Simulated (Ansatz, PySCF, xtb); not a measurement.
Noncovalent pair: boric acid (SMILES OB(O)O) (first 7 atoms) with HF (SMILES F); geometry from B3LYP-D3(BJ)/def2-TZVP, rigid monomers moved along the line of their centres of mass till O1···H9 is 1.55 Å.
(charge 0, multiplicity 1):
```xyz
9

O     -0.0277    -0.5708     1.5599
B      0.2839    -0.2498     0.2582
O      0.7011    -1.2712    -0.5562
O      0.1406     1.0624    -0.0763
H      0.0853    -1.5052     1.7603
H      0.9171    -1.0406    -1.4628
H      0.3537     1.3029    -0.9803
F     -0.8249     0.8122     3.4614
H     -0.5213     0.3609     2.6925
```

Interaction energies are E(AB) − E(A) − E(B) at the monomers' geometry in the complex; basis-set methods are counterpoise corrected. Rows marked so take none.

Rows in 3-21G carry no dispersion term and start afresh at each structure.

Programs: Ansatz (a program for electronic structure); PySCF for 3-21G rows; xtb for the GFN methods. Each number belongs to the level named beside it.

One of these levels gives -11.38 kcal/mol for the interaction energy. Name it.
A. GFN2-xTB
B. PBE/def2-TZVPPD
C. HF/aug-cc-pVDZ
D. HF/3-21G (no counterpoise)

A, GFN2-xTB. The others give -14.31 (HF/3-21G (no counterpoise)), -5.87 (HF/aug-cc-pVDZ), -7.83 (PBE/def2-TZVPPD)
